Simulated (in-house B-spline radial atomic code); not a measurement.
The numbers below are computed, except where a source is named.
**Weak and strong correlation along the adiabatic connection**

Two-electron singlets in several external potentials (atomic units), by full CI in B-splines with partial waves to l = 8 (correlation energies up to 0.6 % small). The repulsion is scaled by λ at fixed density; W(λ) is the mean repulsion less the Hartree energy, W(0) = E_x, and the area under W from 0 to 1 is E_xc.

Relative drop (W(λ) − E_x)/E_x:

```csv
system,λ = 0.12,λ = 0.25,λ = 0.4,λ = 0.6,λ = 0.8,λ = 1
"empty sphere, radius 2.37 bohr",0.0180,0.0360,0.0547,0.0769,0.0964,0.1135
"−Z exp(−kr)/r, Z = 8.29, k = 3.75",0.0028,0.0057,0.0090,0.0134,0.0177,0.0219
"−Z/r, Z = 2.1",0.0104,0.0210,0.0326,0.0471,0.0604,0.0729
"ω²r²/2 − Z/r, ω = 0.0259, Z = 3",0.0068,0.0139,0.0217,0.0318,0.0413,0.0503
"−V exp(−r²/w²), V = 1.09, w = 13.4",0.0510,0.0933,0.1304,0.1669,0.1937,0.2141
"−Z/r, Z = 0.542, wall at 6.82 bohr",0.0352,0.0666,0.0963,0.1279,0.1529,0.1732
"−V exp(−r²/w²), V = 0.368, w = 12.3",0.0667,0.1174,0.1585,0.1962,0.2224,0.2418
```

Order the systems by how far second-order (GL2) theory, half the initial slope (estimated from the first points of each curve), overshoots the correlation energy, least first.
A. −Z/r, Z = 2.1
B. ω²r²/2 − Z/r, ω = 0.0259, Z = 3
C. −Z/r, Z = 0.542, wall at 6.82 bohr
D. −V exp(−r²/w²), V = 1.09, w = 13.4
E. −Z exp(−kr)/r, Z = 8.29, k = 3.75
F. empty sphere, radius 2.37 bohr
G. −V exp(−r²/w²), V = 0.368, w = 12.3

E (GL2/E_c = 1.04), B (GL2/E_c = 1.09), A (GL2/E_c = 1.14), F (GL2/E_c = 1.24), C (GL2/E_c = 1.54), D (GL2/E_c = 1.77), G (GL2/E_c = 2.05).

What else changes along this order?

The ratio follows the bend of the curve. With it the leading natural occupation goes from 1.999 to 1.755 and −T_c/E_c from 0.96 to 0.50 between the first and the last.
